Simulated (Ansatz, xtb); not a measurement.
# Relaxing a trial structure of C2H9AlBN

The starting geometry of this gas-phase singlet was built from a drawn formula by distance geometry and a force field; its bonds are those of `B[CH2][AlH][CH2]N`.

```xyz
14

C    -0.9034    0.0490   -0.8998
C     1.3309   -1.1712    1.3348
Al    0.7897   -0.9150   -0.5874
B    -1.9273   -0.9609   -1.6991
N     0.3521   -1.9382    2.0366
H    -2.3139   -1.9928   -1.2039
H    -2.2931   -0.7195   -2.7994
H    -1.4007    0.3471   -0.0090
H    -0.7114    0.9217   -1.5476
H     1.6830   -1.4344   -1.7459
H     1.4745   -0.2211    1.8395
H     2.2962   -1.6879    1.3806
H     0.7204   -2.1024    3.0242
H    -0.5061   -1.3629    2.1862
```

Q: Where would you expect an optimisation with r2SCAN-D4/def2-SVP to take it?

A: A new bond forms, giving a structure given below by its coordinates. Contacts that close: Al3–N5 (2.85 → 2.02 Å).

The energy falls by 1.25 eV over 34 steps:

| step | E − E(last) (eV) |
| --- | --- |
| 1 | 1.250 |
| 5 | 0.613 |
| 8 | 0.181 |
| 12 | 0.076 |
| 16 | 0.047 |
| 19 | 0.025 |
| 23 | 0.007 |
| 27 | 0.000 |
| 30 | 0.000 |
| 34 | 0.000 |

Final geometry (Å):

```xyz
14

C    -0.7974    0.2386   -1.1497
C     1.0752   -0.8295    1.4931
Al    0.8045   -0.7530   -0.4441
B    -1.7996   -0.8356   -0.8106
N     0.3481   -2.0823    1.0132
H    -2.3433   -0.8603    0.2794
H    -2.0146   -1.7627   -1.5653
H    -0.8122    1.1796   -0.5774
H    -0.5313    0.3878   -2.2086
H     1.8943   -1.3586   -1.4259
H     0.4491   -0.2705    2.2009
H     2.0335   -1.0926    1.9592
H     0.8716   -2.9471    1.1447
H    -0.5872   -2.2023    1.4011
```

From the same start GFN2-xTB reaches the same bonding as this run.

No frequencies were run, so the end isn't proven a minimum. Run with Ansatz 0.2.0, 51 s on 2 threads of Intel(R) Xeon(R) 6975P-C (Granite Rapids), with other jobs on the host.
